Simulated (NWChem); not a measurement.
MoO$_{2}$ClF; SMILES [O]=[Mo](=[O])([F])[Cl]

All runs: NWChem. Coordinates come from a PBE0/def2-SVP optimisation. def2 effective core potentials on Mo; no spin-orbit coupling. Level M06-2X/def2-SVP: energy and gradient on several grids; changes count from the extra-fine grid, which is no exact limit either.

**Question.** Which is the coarsest grid (xfine; medium; fine; xcoarse; coarse) from which on the energy stays within 100 μHa and each gradient component within 200 μHa/bohr of xfine?

**Answer.** medium.
```tsv
grid	size of the energy change (μHa)	largest change of a gradient component (μHa/bohr)
xcoarse	20000	4000
coarse	80	800
medium	< 10	100
fine	< 10	100
xfine	< 10	< 30
```
